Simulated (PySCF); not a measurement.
## SiSn, CCSD(T): how much the basis matters

PySCF, UHF reference; triplet, unpaired electrons π ↑↑; De to Si + Sn without counterpoise correction. Frozen cores follow the default of each basis and core potential.

```
                 basis                           relativity  functions  Re (Å)  ωe (cm⁻¹)  De (eV)  frozen orbitals
cc-pV(D+d)Z/cc-pVDZ-PP  scalar-relativistic core potentials         46   2.553        338     2.19                9
            x2c-SVPall                        spin-free X2C         54   2.537        344     2.25               23
             def2-SVPD  scalar-relativistic core potentials         56   2.547        339     2.29                9
            def2-TZVPP  scalar-relativistic core potentials         92   2.516        349     2.55                9
```

(1) How does each smaller set differ from the one with most functions, def2-TZVPP?

Correlated steps freeze the inner cores (9 to 23 orbitals); shallow outer-core shells are correlated. Correlated levels converge slowly with the basis: in double zeta they bind strong bonds too weakly, by up to about 1 eV, and carry superposition errors of some tenths. Spin–orbit coupling is left out, which matters for elements this heavy, above all for dissociation energies. The state is the lowest determinant that a PBE0 search found; another state may lie lower at other levels.

Answers

(1) cc-pV(D+d)Z/cc-pVDZ-PP: +3.7 pm, -3.2 % in ωe, -0.36 eV in De; x2c-SVPall: +2.1 pm, -1.4 % in ωe, -0.30 eV in De; def2-SVPD: +3.1 pm, -2.9 % in ωe, -0.26 eV in De. All at CCSD(T); the set with most functions is neither the basis-set limit nor always the best. The rows treat relativity differently, so the differences are not basis effects alone.
